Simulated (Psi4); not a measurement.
C5H4 (SMILES C#CCC#C), singlet, geometry from GFN2-xTB; PBE/def2-TZVPD (Psi4 1.11).

The Psi4 input:
```
memory 2 GB

molecule mol {
0 1
  C    -2.121770   -0.740636    0.060483
  C    -1.196022    0.016421    0.052717
  C    -0.055300    0.916270    0.041730
  C     1.185099    0.164555   -0.044474
  C     2.194961   -0.472084   -0.115714
  H    -2.941559   -1.394567    0.068068
  H    -0.132405    1.591601   -0.817991
  H    -0.055107    1.515314    0.959490
  H     3.087256   -1.019503   -0.178012
}

set basis def2-tzvpd
set reference rks

energy('pbe')
print_variables()
```

The log (banner, timings and long lists left out):

```
   => Loading Basis Set <=

    Name: DEF2-TZVPD
    Role: ORBITAL
    Keyword: BASIS

         ---------------------------------------------------------
                                   SCF
               by Justin Turney, Rob Parrish, Andy Simmonett
                          and Daniel G. A. Smith
                              RKS Reference
         ---------------------------------------------------------

  ==> Geometry <==

    Molecular point group: c1
    Full point group: C1

    Geometry (in Angstrom), charge = 0, multiplicity = 1:

       Center              X                  Y                   Z               Mass
    ------------   -----------------  -----------------  -----------------  -----------------
         C           -2.122417711294    -0.729900290056     0.060971730996    12.000000000000
         C           -1.196669711294     0.027156709944     0.053205730996    12.000000000000
         C           -0.055947711294     0.927005709944     0.042218730996    12.000000000000
         C            1.184451288706     0.175290709944    -0.043985269004    12.000000000000
         C            2.194313288706    -0.461348290056    -0.115225269004    12.000000000000
         H           -2.942206711294    -1.383831290056     0.068556730996     1.007825032230
         H           -0.133052711294     1.602336709944    -0.817502269004     1.007825032230
         H           -0.055754711294     1.526049709944     0.959978730996     1.007825032230
         H            3.086608288706    -1.008767290056    -0.177523269004     1.007825032230

  Running in c1 symmetry.

  Rotational constants: A =      0.58859  B =      0.10116  C =      0.08776 [cm^-1]
  Rotational constants: A =  17645.59724  B =   3032.65571  C =   2630.94690 [MHz]
  Nuclear repulsion =  125.951583093295170

  Charge       = 0
  Multiplicity = 1
  Electrons    = 34
  Nalpha       = 17
  Nbeta        = 17

  ==> Algorithm <==

  SCF Algorithm Type is DF.
  DIIS enabled.
  MOM disabled.
  Fractional occupation disabled.
  Guess Type is SAD.
  Energy threshold   = 1.00e-06
  Density threshold  = 1.00e-06
  Integral threshold = 1.00e-12

  ==> Primary Basis <==

  Basis Set: DEF2-TZVPD
    Blend: DEF2-TZVPD
    Number of shells: 85
    Number of basis functions: 221
    Number of Cartesian functions: 251
    Spherical Harmonics?: true
    Max angular momentum: 3

  ==> DFT Potential <==

   => LibXC <=

    Version 7.1.2
    S. Lehtola, C. Steigemann, M. J. T. Oliveira, and M. A. L. Marques,  SoftwareX 7, 1–5 (2018) (10.1016/j.softx.2017.11.002)

   => Composite Functional: PBE <=

    PBE GGA Exchange-Correlation Functional

    J.P. Perdew et. al., Phys. Rev. Lett., 77(18), 3865-3868, 1996

    Deriv               =              1
    GGA                 =           TRUE
    Meta                =          FALSE

    Exchange Hybrid     =          FALSE
    MP2 Hybrid          =          FALSE

   => Exchange Functionals <=

    1.0000     XC_GGA_X_PBE

   => Correlation Functionals <=

    1.0000     XC_GGA_C_PBE

   => LibXC Density Thresholds  <==

    XC_GGA_C_PBE:  1.00E-12
    XC_GGA_X_PBE:  1.00E-15

   => Molecular Quadrature <=

    Radial Scheme          =       TREUTLER
    Pruning Scheme         =           NONE
    Nuclear Scheme         =       TREUTLER

    Blocking Scheme        =         OCTREE
    BS radius alpha        =              1
    Pruning alpha          =              1
    Radial Points          =             75
    Spherical Points       =            302
    Total Points           =         195974
    Total Blocks           =           1502
    Max Points             =            256
    Max Functions          =            216
    Weights Tolerance      =       1.00E-15

   => Loading Basis Set <=

    Name: (DEF2-TZVPD AUX)
    Role: JKFIT
    Keyword: DF_BASIS_SCF

  ==> Integral Setup <==

  SCF_SUBTYPE=INCORE selected. In-core MEM_DF algorithm will be used.
  Using in-core AOs.

  ==> MemDFJK: Density-Fitted J/K Matrices <==

    J tasked:                   Yes
    K tasked:                    No
    wK tasked:                   No
    Algorithm:                 Core
    Schwarz Cutoff:           1E-12
    Mask sparsity (%):       1.9369
    Fitting Condition:        1E-10

   => Auxiliary Basis Set <=

  Basis Set: (DEF2-TZVPD AUX)
    Blend: DEF2-UNIVERSAL-JKFIT
    Number of shells: 149
    Number of basis functions: 447
    Number of Cartesian functions: 525
    Spherical Harmonics?: true
    Max angular momentum: 4

  Minimum eigenvalue in the overlap matrix is 5.4988974342E-07.
  Reciprocal condition number of the overlap matrix is 4.6098168453E-08.
    Using symmetric orthogonalization.

  ==> Pre-Iterations <==

  SCF Guess: Superposition of Atomic Densities via on-the-fly atomic UHF (no occupation information).

   -------------------------
    Irrep   Nso     Nmo
   -------------------------
     A        221     221
   -------------------------
    Total     221     221
   -------------------------

  ==> Iterations <==

                           Total Energy        Delta E     RMS |[F,P]|

   @DF-RKS iter SAD:  -191.79142793882838   -1.91791e+02   0.00000e+00
   @DF-RKS iter   1:  -191.99678260709570   -2.05355e-01   4.80018e-03 ADIIS/DIIS
   @DF-RKS iter   2:  -191.27255091109765    7.24232e-01   6.73503e-03 ADIIS/DIIS
   @DF-RKS iter   3:  -192.44348412329094   -1.17093e+00   2.46957e-03 ADIIS/DIIS
   @DF-RKS iter   4:  -192.54900114174046   -1.05517e-01   1.43513e-03 ADIIS/DIIS
   @DF-RKS iter   5:  -192.59692075397717   -4.79196e-02   2.48171e-04 ADIIS/DIIS
   @DF-RKS iter   6:  -192.59829233278106   -1.37158e-03   6.77029e-05 DIIS
   @DF-RKS iter   7:  -192.59839955053459   -1.07218e-04   1.09477e-05 DIIS
   @DF-RKS iter   8:  -192.59840236208311   -2.81155e-06   2.98684e-06 DIIS
   @DF-RKS iter   9:  -192.59840263273466   -2.70652e-07   2.20067e-07 DIIS
  Energy and wave function converged.

  ==> Post-Iterations <==

   Electrons on quadrature grid:
      Ntotal   =   34.0000061603 ; deviation = 6.160e-06

    Orbital Energies [Eh]
    ---------------------

    Doubly Occupied:

[...]
    Virtual:

[...]
    Final Occupation by Irrep:
              A
    DOCC [    17 ]
    NA   [    17 ]
    NB   [    17 ]

  @DF-RKS Final Energy:  -192.59840263273466

   => Energetics <=

    Nuclear Repulsion Energy =            125.9515830932951701
    One-Electron Energy =                -507.1505185141123206
    Two-Electron Energy =                 216.8727116234174446
    DFT Exchange-Correlation Energy =     -28.2721788353349268
    Empirical Dispersion Energy =           0.0000000000000000
    VV10 Nonlocal Energy =                  0.0000000000000000
    Total Energy =                       -192.5984026327346612

Computation Completed

Properties will be evaluated at   0.000000,   0.000000,   0.000000 [a0]

Properties computed using the SCF density matrix

 Multipole Moments:

 ------------------------------------------------------------------------------------
     Multipole            Electronic (a.u.)      Nuclear  (a.u.)        Total (a.u.)
 ------------------------------------------------------------------------------------

 L = 1.  Multiply by 2.5417464519 to convert [e a0] to [Debye]
 Dipole X            :          0.0286426           -0.0416291           -0.0129865
 Dipole Y            :         -0.4745755            0.6897786            0.2152032
 Dipole Z            :         -0.0216135            0.0314145            0.0098010
 Magnitude           :                                                    0.2158173

 ------------------------------------------------------------------------------------

  Variable Map:
  ----------------------------------------------------------------------------
[...]
  Array Variable Map:
  ----------------------------------------------------------------------------
[...]
[...]
```
